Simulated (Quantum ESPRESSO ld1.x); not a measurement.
Question: Nb, 41 electrons, occupied as [Kr] 4d2 5s1 5p2 (not the ground configuration). Method: scalar-relativistic Kohn-Sham, relativistic LDA (MacDonald-Vosko exchange, VWN5 correlation), spin-unpolarised, spherical densities, point nucleus; computed with ld1.x of Quantum ESPRESSO 7.5. Some entries of the table are withheld. Estimate them.

orbital,occ.,eigenvalue (hartree),<1/r> (bohr^-1),<r^2> (bohr^2)
1s,2,(1),42.25,0.001769
2s,2,-96.6021,(2),0.02962
2p,6,-86.4455,9.255,0.02327
3s,2,-16.3563,3.243,0.2267
3p,6,-13.0222,3.086,0.2326
3d,10,-7.53393,2.853,0.2265
4s,2,-2.42982,1.185,1.498
4p,6,-1.54553,1.049,1.880
4d,2,-0.32928,0.7211,4.153
5s,1,-0.25874,0.3978,11.98
5p,2,-0.11173,0.3019,20.66
6s,0,-0.01759,0.1369,101.4

Answer: 
(1) 1s eigenvalue (hartree): -687.819
(2) 2s <1/r> (bohr^-1): 9.498
